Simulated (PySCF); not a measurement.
Geometry (Å), atoms numbered from 1 in this order:
```xyz
18

C     2.242    0.104    0.614
O     1.467   -0.636   -0.303
C     0.098   -0.343   -0.323
C    -0.533   -1.251   -1.389
C    -0.644   -0.559    1.011
O    -0.387   -1.383    1.848
C    -1.690    0.484    1.066
C    -1.475    1.423    0.138
C    -0.260    1.120   -0.648
O     0.356    1.865   -1.362
H     1.917   -0.064    1.646
H     2.215    1.176    0.393
H     3.260   -0.261    0.495
H    -0.344   -2.287   -1.118
H    -1.604   -1.080   -1.463
H    -0.059   -1.046   -2.345
H    -2.495    0.445    1.780
H    -2.073    2.299   -0.052
```

PySCF 2.14 calculation with geometry: GFN2-xTB and σ from GIAO-PBE0/pcSseg-1; in vacuum, non-relativistic, averaged over atoms made equivalent by symmetry, fast rotation or ring inversion, single conformer.

Task: Predict the 2D correlation tables (HSQC, COSY, HMBC).

Result: 

HSQC (one-bond C–H):
```csv
δH,δC
7.13 (H17/H18),152.6 (C7/C8)
3.36 (H11/H12/H13),55.4 (C1)
1.47 (H14/H15/H16),27.4 (C4)
```

HMBC (two and three bonds, from the bond graph):
```csv
δH,δC
7.13 (H17/H18),"210.9 (C5/C9), 152.6 (C7/C8), 87.6 (C3)"
3.36 (H11/H12/H13),87.6 (C3)
1.47 (H14/H15/H16),"210.9 (C5/C9), 87.6 (C3)"
```

No COSY cross peaks are expected.

δ = σ(ref) − σ, references computed at the same level: TMS for ¹H (σref 31.72) and ¹³C (σref 186.93).

Shifts are as computed. Against solution values, carbons near 30 ppm lie about +3 ppm off and those near 130 ppm about +5 ppm. Of 1211 compounds with measured shifts, 218 miss one by over three times the rms of a fit or turn the order of signals round; such compounds aren't used in these exercises.
